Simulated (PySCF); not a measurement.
HCu, charge -1, doublet, geometry from GFN2-xTB (such geometries of metal compounds can be far from the true shape) (the multiplicity is a formal guess) (in this run its highest filled SCF level lies above zero, so its values depend strongly on the basis, on diffuse functions most of all). Base run: PySCF with BLYP/def2-SVP.

Input for PySCF:
```python
from pyscf import gto, scf, dft

mol = gto.Mole()
mol.atom = '''
    Cu   -0.000000   -0.000000   -0.052141
    H     0.000000    0.000000    1.512090
'''
mol.basis = 'def2-svp'
mol.charge = -1
mol.spin = 1
mol.verbose = 5
mol.build()

mf = dft.UKS(mol)
mf.xc = 'blyp'
mf.kernel()
mf.analyze()
```

The base run was repeated with changes; each row names its change, and settings that it needs were set with it.

```csv
change,ΔE vs base (mEh),fitting functions,outcome
base,0.000,-,converged
auxbasis = cc-pvdz-jkfit,-,-,input refused
auxbasis = def2-universal-jkfit,-0.094,282,converged
auxbasis = cc-pvtz-jkfit,-,-,input refused
auxbasis = even-tempered beta=2.0,-0.029,369,converged
auxbasis = autoaux,-0.015,383,converged
auxbasis = def2-svp-ri,-11207.9,157,converged
auxbasis = default (with mf = mf.density_fit()),-0.119,102,converged
auxbasis = even-tempered beta=1.6,-0.001,553,converged
auxbasis = def2-universal-jfit,-0.119,102,converged
```

A fitting set is made for a task (jfit for Coulomb, jkfit for Coulomb and exchange, ri for correlation) and for a family of orbital bases.

Open shells are given as the SCF converged; they aren't shown to be the lowest states, and a large step between rows can be another state.

- auxbasis = cc-pvdz-jkfit: ended with `pyscf.lib.exceptions.BasisNotFoundError: Basis set not found for Cu in cc-pvdz-jkfit`
- auxbasis = cc-pvtz-jkfit: ended with `pyscf.lib.exceptions.BasisNotFoundError: Basis set not found for Cu in cc-pvtz-jkfit`
